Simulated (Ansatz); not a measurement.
Start from `O[SiH](F)[SiH3]` and change one atom or group to get `N[SiH2][SiH](O)F`.

Ansatz, PBE0-D4/def2-TZVP geometries, multiplicity 1. Each molecule was computed in one conformer, which needn't be the lowest.

```
                               property  `O[SiH](F)[SiH3]`
  LUMO energy (ωB97M-V/def2-TZVPP) / eV               1.43
    HOMO–LUMO gap (PBE/def2-TZVPP) / eV               5.96
HOMO–LUMO gap (ωB97M-V/def2-TZVPP) / eV              11.81
     LUMO energy (PBE0/def2-TZVPP) / eV              -0.25
  HOMO–LUMO gap (B3LYP/def2-TZVPP) / eV               7.64
      LUMO energy (PBE/def2-TZVPP) / eV              -1.10
```

**Question.** Give the same properties after the change, and the shifts. (An estimate is asked.)

**Answer.** Computed: 
```json
{"property": "LUMO energy (ωB97M-V/def2-TZVPP) / eV", "`N[SiH2][SiH](O)F`": "1.06", "shift": "-0.37"}
{"property": "HOMO–LUMO gap (PBE/def2-TZVPP) / eV", "`N[SiH2][SiH](O)F`": "4.87", "shift": "-1.09"}
{"property": "HOMO–LUMO gap (ωB97M-V/def2-TZVPP) / eV", "`N[SiH2][SiH](O)F`": "10.78", "shift": "-1.03"}
{"property": "LUMO energy (PBE0/def2-TZVPP) / eV", "`N[SiH2][SiH](O)F`": "-0.58", "shift": "-0.33"}
{"property": "HOMO–LUMO gap (B3LYP/def2-TZVPP) / eV", "`N[SiH2][SiH](O)F`": "6.58", "shift": "-1.06"}
{"property": "LUMO energy (PBE/def2-TZVPP) / eV", "`N[SiH2][SiH](O)F`": "-1.40", "shift": "-0.30"}
```

With PBE0 the HOMO rises by 0.73 eV and the LUMO falls by 0.33 eV, so the gap narrows by about 1.06 eV. PBE moves the HOMO by 0.80 eV and ωB97M-V by 0.66 eV.

B3LYP here is the variant with VWN-RPA as its local correlation; programs differ in this.
